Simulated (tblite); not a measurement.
Run record: tight-binding relaxation, `ClB1CC=C(Cl)C[SiH2]1`.

Computed with GFN2-xTB geometry optimisation, gas phase (tblite 0.8.0). Start geometry: from a force field or distance geometry. A driver script takes a list of jobs; this job's settings line and coordinates (Å) are shown.

Command:
```bash
OMP_NUM_THREADS=1 python probes_run.py task.json out
```

Input:
```
{"job": {"kind": "relax", "xc": "GFN2-xTB", "basis": "xTB"}, "charge": 0, "multiplicity": 1}
Cl    -0.662900    -2.892100    -0.990600
B     -0.712000    -1.496900     0.238200
C     -1.631200    -0.255900     0.087600
C     -1.032500     0.966300    -0.497000
C      0.222300     1.282500    -0.558300
Cl     0.581000     2.854400    -1.340800
C      1.405100     0.534400    -0.106000
Si     1.071600    -0.972500     0.919300
H     -2.398300    -0.566100    -0.667700
H     -2.144700    -0.017300     1.072900
H     -1.761900     1.690400    -0.913700
H      1.912700     1.247900     0.598500
H      2.089200     0.266300    -0.929600
H      2.050400    -2.059300     0.730700
H      1.006700    -0.573800     2.334500
```

Q: What does the run print?

A: 
```
step      E/eV     max force
  0    -657.49430    2.435
  1    -657.80101    1.473
  2    -657.94960    1.140
  3    -658.03413    0.730
  4    -658.09287    0.606
  5    -658.12885    0.635
  6    -658.16465    0.535
  7    -658.17985    0.287
  8    -658.18933    0.245
  9    -658.19677    0.222
... (134 lines left out)
144    -658.34632    0.041
145    -658.34651    0.044
146    -658.34675    0.037
147    -658.34702    0.037
148    -658.34728    0.043
149    -658.34748    0.030
150    -658.34759    0.021
151    -658.34765    0.012
152    -658.34768    0.013
153    -658.34770    0.009
```

«max force» is the largest atomic force in eV/Å.

Q: From which step on does the largest force stay under 0.1 eV/Å, and how much energy is left to gain from there?

A: From step 119 (0.065 eV/Å), 4.6 meV above the end.

Main results: energy lowered by 19.7 kcal/mol over 153 steps; largest atomic force 0.009 eV/Å at the end.

Q: Give the final coordinates.

A: 0.987 Å rms from the input after alignment:
```
atom  x, y, z in Å
Cl1   -1.6185   -2.7801    0.9894
B2    -0.7595   -1.4135    0.4467
C3    -1.4769   -0.4015   -0.5514
C4    -1.0685    1.0336   -0.3405
C5     0.1947    1.4293   -0.2361
Cl6    0.5270    3.1164    0.0446
C7     1.3824    0.5394   -0.3051
Si8    1.1122   -0.9502    0.8813
H9    -1.1723   -0.6976   -1.5653
H10   -2.5662   -0.4662   -0.5373
H11   -1.8648    1.7584   -0.2676
H12    2.2858    1.0976   -0.0750
H13    1.4903    0.1612   -1.3243
H14    2.1581   -1.9361    0.5681
H15    1.3717   -0.4828    2.2506
```

Q: Estimate the wall time. Hardware: Arm Neoverse N1, one thread, shared host with 64 logical CPUs at a one-minute load of 58.

A: About 2.5 s.
Labels such as C1 count atoms from 1, the log's own numbers from 0.
